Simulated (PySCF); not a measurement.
Simulated outer-valence photoelectron spectrum of `C#C[Si@H](N)O`. Computed with EOM-IP-CCSD/aug-cc-pVDZ in PySCF, restricted Hartree–Fock reference, frozen core, non-relativistic, gas phase, PBE0-D3(BJ)/def2-SVP geometry.

Each root has a Gaussian of 0.4 eV full width with its one-hole share as area; cross sections and vibrations are left out, and the highest printed point is 100.

```csv
ionisation energy (eV),intensity
9.6,1
9.8,10
10.0,42
10.2,44
10.4,12
10.6,11
10.8,63
11.0,100
11.2,50
11.4,43
11.6,46
11.8,14
12.0,1
12.2,0
12.4,5
12.6,30
12.8,50
13.0,21
13.2,5
13.4,25
13.6,51
13.8,26
14.0,3
14.2,2
14.4,17
14.6,49
14.8,35
15.0,6
15.2,0
15.4,0
15.6,0
15.8,0
16.0,0
16.2,0
16.4,0
16.6,3
16.8,26
17.0,51
17.2,25
17.4,3
```

Where are the maxima, and how many lines lie under the curve?

7 maxima, at 10.1, 11.0, 11.5, 12.8, 13.6, 14.7 and 17.0 eV, from 8 lines. At this width some lines have no maximum of their own.

List the lines with their holes.

| E (eV) | leading hole (HF orbital) | area | Koopmans (eV) |
| --- | --- | --- | --- |
| 10.11 | HOMO-2 | 0.95 | 11.59 |
| 10.94 | HOMO-1 | 0.96 | 10.98 |
| 11.00 | HOMO | 0.96 | 10.91 |
| 11.53 | HOMO-3 | 0.95 | 12.90 |
| 12.77 | HOMO-4 | 0.94 | 14.57 |
| 13.60 | HOMO-5 | 0.94 | 14.99 |
| 14.65 | HOMO-6 | 0.94 | 16.18 |
| 17.00 | HOMO-7 | 0.95 | 18.13 |

The widest gap, 2.35 eV, lies between 14.65 and 17.00 eV. Only orbitals with −ε under 21 eV, eight at most, were ionised, so the high end of the curve may lack lines.

The values belong to the conformer `[CH:1]#[C:2][Si@H:3]([NH2:4])[OH:5]`: H–N4–Si3–C2 -58°, H–N4–Si3–C2 150°, H–O5–Si3–C2 -26°.
